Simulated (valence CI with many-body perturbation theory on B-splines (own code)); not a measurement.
Level structure of Ho62+

Computed by valence CI with perturbative core correlation (CI+MBPT): three valence electrons over a frozen Dirac-Fock core [He], radial functions for each j: 11 s, 11 p, 9 d, 7 f, 5 g, 2 h, 1 i, with the one-electron correlation potential Σ1 (screened to all orders), the two-electron term Σ2, the three-electron term Σ3, Breit, model QED; selected single and double excitations, second order for the rest (own B-spline code, finite nucleus).

The last digits are not significant, and no measured levels were compared; by estimate large intervals hold to a few tenths of a per cent, small ones and those within an open d or f shell to about a per cent.

Levels 46 to 90 of 102, with energies above the lowest level, (2s^2 2p1/2) J=1/2. "Leading %" is the weight of the configuration and term that name the level; weights of strongly mixed levels are sums over their largest components and can fall short. In the jj column 3d3/2^4 stands for four electrons in 3d with j = 3/2. Lifetimes count E1, E2, E3, M1 and M2 decay at the calculated energies, and are blank where another channel may lead or the interval is too uncertain; long ones can be off by a factor of two.

```csv
No.,Configuration,Term,J,E (× 10³ cm⁻¹),Leading %,Lifetime,Leading jj,g
46,2s 2p 3p,4P,3/2,77554,46,8.98 fs,2s 2p3/2 3p1/2 (100 %),1.627
47,2s 2p 3p,2D,5/2,77571,44,3.52 fs,2s 2p3/2 3p1/2 (100 %),1.311
48,2s 2p 3s,2P°,1/2,77578,90,4.24 fs,2s 2p3/2 3s (99 %),0.823
49,2s 2p 3s,2P°,3/2,77622,82,8.68 fs,2s 2p3/2 3s (99 %),1.378
50,2s 2p 3p,2P,1/2,78196,49,3.60 fs,2s 2p3/2 3p1/2 (98 %),1.249
51,2s 2p 3p,2D,3/2,78208,62,5.27 fs,2s 2p3/2 3p1/2 (99 %),0.969
52,2p2 3s,4P,3/2,78866,85,9.87 fs,2p1/2 2p3/2 3s (98 %),1.646
53,2p2 3s,2P,1/2,78934,64,5.00 fs,2p1/2 2p3/2 3s (96 %),1.295
54,2p2 3s,2D,5/2,78999,63,8.91 fs,2p1/2 2p3/2 3s (97 %),1.313
55,2p2 3s,2D,3/2,79066,63,5.30 fs,2p1/2 2p3/2 3s (98 %),0.975
56,2p2 3p,4P°,1/2,79327,48,1.73 fs,2p1/2 2p3/2 3p1/2 (99 %),1.736
57,2p2 3p,4D°,3/2,79374,55,1.69 fs,2p1/2 2p3/2 3p1/2 (98 %),1.131
58,2p2 3p,2F°,5/2,79478,49,1.69 fs,2p1/2 2p3/2 3p1/2 (98 %),1.050
59,2s 2p 3p,4D,7/2,79621,100,438 fs,2s 2p3/2 3p3/2 (100 %),1.405
60,2s 2p 3p,2P,3/2,79716,53,3.95 fs,2s 2p3/2 3p3/2 (97 %),1.478
61,2p2 3p,2P°,3/2,79803,43,2.22 fs,2p1/2 2p3/2 3p1/2 (99 %),1.311
62,2s 2p 3p,4P,5/2,79854,52,4.23 fs,2s 2p3/2 3p3/2 (98 %),1.391
63,2s 2p 3p,2S,1/2,79894,48,2.21 fs,2s 2p3/2 3p3/2 (97 %),1.378
64,2s 2p 3d,4D°,5/2,80151,45,972 as,2s 2p3/2 3d3/2 (98 %),1.222
65,2s 2p 3d,4D°,3/2,80195,42,908 as,2s 2p3/2 3d3/2 (98 %),1.324
66,2s 2p 3d,4F°,7/2,80205,47,1.00 fs,2s 2p3/2 3d3/2 (95 %),1.215
67,2s 2p 3d,4P°,1/2,80226,83,1.03 fs,2s 2p3/2 3d3/2 (98 %),2.186
68,2s 2p 3p,2D,5/2,80337,73,5.07 fs,2s 2p3/2 3p3/2 (99 %),1.252
69,2s 2p 3p,2P,3/2,80468,58,5.48 fs,2s 2p3/2 3p3/2 (99 %),1.221
70,2s 2p 3p,2S,1/2,80496,61,87.7 fs,2s 2p3/2 3p3/2 (99 %),1.723
71,2s 2p 3d,4F°,9/2,80615,100,12.2 ps,2s 2p3/2 3d5/2 (100 %),1.313
72,2s 2p 3d,2D°,3/2,80725,58,1.15 fs,2s 2p3/2 3d3/2 (61 %),0.987
73,2s 2p 3d,2D°,5/2,80793,49,1.31 fs,2s 2p3/2 3d5/2 (89 %),1.259
74,2s 2p 3d,2F°,5/2,80844,64,843 as,2s 2p3/2 3d3/2 (89 %),0.976
75,2s 2p 3d,2F°,7/2,80862,50,674 as,2s 2p3/2 3d5/2 (94 %),1.257
76,2s 2p 3d,2P°,1/2,80889,65,748 as,2s 2p3/2 3d3/2 (88 %),0.612
77,2s 2p 3d,2D°,3/2,80986,47,834 as,2s 2p3/2 3d5/2 (61 %),1.076
78,2s 2p 3d,2P°,1/2,81054,93,1.02 fs,2s 2p3/2 3d5/2 (86 %),0.740
79,2s 2p 3d,2F°,7/2,81347,72,2.69 fs,2s 2p3/2 3d5/2 (95 %),1.176
80,2s 2p 3d,2D°,5/2,81474,58,698 as,2s 2p3/2 3d5/2 (91 %),1.158
81,2s 2p 3d,2P°,3/2,81501,72,949 as,2s 2p3/2 3d5/2 (98 %),1.270
82,2p2 3p,4D°,5/2,81580,47,2.50 fs,2p1/2 2p3/2 3p3/2 (93 %),1.393
83,2p2 3p,2P°,1/2,81619,36,3.11 fs,2p1/2 2p3/2 3p3/2 (98 %),1.571
84,2p2 3p,2D°,3/2,81670,51,3.03 fs,2p1/2 2p3/2 3p3/2 (97 %),1.133
85,2p2 3p,2F°,7/2,81728,61,3.61 fs,2p1/2 2p3/2 3p3/2 (95 %),1.217
86,2p2 3p,2P°,3/2,81839,32,3.13 fs,2p1/2 2p3/2 3p3/2 (100 %),1.406
87,2p2 3p,2D°,5/2,81928,64,2.98 fs,2p1/2 2p3/2 3p3/2 (97 %),1.173
88,2p2 3d,4F,3/2,82001,43,2.91 fs,2p1/2 2p3/2 3d3/2 (100 %),0.922
89,2p2 3d,4F,5/2,82011,53,7.63 fs,2p1/2 2p3/2 3d3/2 (99 %),0.957
90,2p2 3d,4D,1/2,82045,79,5.48 fs,2p1/2 2p3/2 3d3/2 (100 %),0.240
```
